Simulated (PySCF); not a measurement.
Radial density of I⁺ (iodine, charge +1)

wB97X, [Kr] 4d10 5s1 5p4 5d1, one real determinant (an excited configuration). Calculation: PySCF 2.14, in dyall-av2z (22s16p12d, 130 functions); no relativity, point nucleus.

| r (bohr) | 4πr²ρ (e/bohr) | 4πr²(ρα − ρβ) |
| --- | --- | --- |
| 0.000525 | 0.3444 | 0.0001 |
| 0.000883 | 0.9380 | 0.0003 |
| 0.00149 | 2.490 | 0.0007 |
| 0.00250 | 6.326 | 0.0017 |
| 0.00420 | 14.94 | 0.0041 |
| 0.00707 | 31.24 | 0.0084 |
| 0.0119 | 53.37 | 0.0140 |
| 0.0200 | 66.67 | 0.0179 |
| 0.0336 | 60.04 | 0.0277 |
| 0.0566 | 68.97 | 0.0716 |
| 0.0952 | 86.75 | 0.0582 |
| 0.160 | 63.78 | 0.0594 |
| 0.269 | 72.12 | 0.1727 |
| 0.453 | 26.78 | 0.1520 |
| 0.762 | 27.90 | 0.2887 |
| 1.28 | 8.204 | 0.7481 |
| 2.16 | 3.345 | 2.0321 |
| 3.63 | 0.7651 | 0.5306 |
| 6.10 | 0.01722 | 0.0138 |
| 10.3 | 4.345e-05 | 0.0000 |

⟨L²⟩ = 8.00 against 12 for a pure F term, so this real determinant mixes terms. A non-relativistic calculation at this Z misses sizeable relativistic shifts. The outer electron is Rydberg-like, and this basis confines it to a smaller radius and binds it less than a complete one would.
